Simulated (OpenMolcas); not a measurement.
Sc2+: moving or changing the point charges

Sc2+ among 6 point charges of -2 e arranged as an octahedron (Oh), 2.04 Å from the ion.
```
   2.0400    0.0000    0.0000  -2.00
   0.0000    2.0400    0.0000  -2.00
  -2.0400    0.0000    0.0000  -2.00
   0.0000   -2.0400    0.0000  -2.00
   0.0000    0.0000    2.0400  -2.00
   0.0000    0.0000   -2.0400  -2.00
```

```yaml
Program: OpenMolcas 26.06
Method: CASSCF
Basis: ANO-RCC-VDZP [5s4p2d1f]
Scalar_Hamiltonian: DKH2, point nucleus
Active_space: 1 electron in 5 orbitals (3d)
State_averaging: 2S+1 = 2 even, 5 roots
Spin-orbit_coupling: RASSI with atomic mean-field integrals over the reference wave functions
```

Runs around this geometry, states (labels of O, the rotations of Oh). Energies in cm-1 above the lowest state or level, χT in cm3 K/mol; under a threefold ground state the first gap can be a small split of the lowest multiplet, not the spin-orbit step; 10Dq is the gap between the two states.

| R (Å) | q (e) | Ground state | First state of that spin | 10Dq | First gap with spin-orbit (degeneracies) | χT at 300 K |
| --- | --- | --- | --- | --- | --- | --- |
| 2.04 | -1.6 | 2T2 | 2E 15879 | 15879 | 92.4 (4, 2) | 0.560 |
| 2.04 | -2 | 2T2 | 2E 21186 | 21186 | 82.3 (4, 2) | 0.565 |
| 2.25 | -2 | 2T2 | 2E 13142 | 13142 | 97.8 (4, 2) | 0.557 |

Taking |10Dq| as R^-n, n = -ln(13142 / 21186) / ln(2.25 / 2.04) = 4.9 between the shortest and longest distance. The point-charge formula for a cubic d site gives n = 5.

Scaling the charges by -1.6 / -2 = 0.80 scales |10Dq| by 15879 / 21186 = 0.75; with fixed orbitals a first-order splitting would follow the charge.

An orbital triplet at a regular site is open to Jahn-Teller coupling, which can distort the site and quench the lowest spin-orbit gaps and is left out. Point charges carry no covalency, so the field is a model and not that of real ligands. No measured value stands beside these numbers.
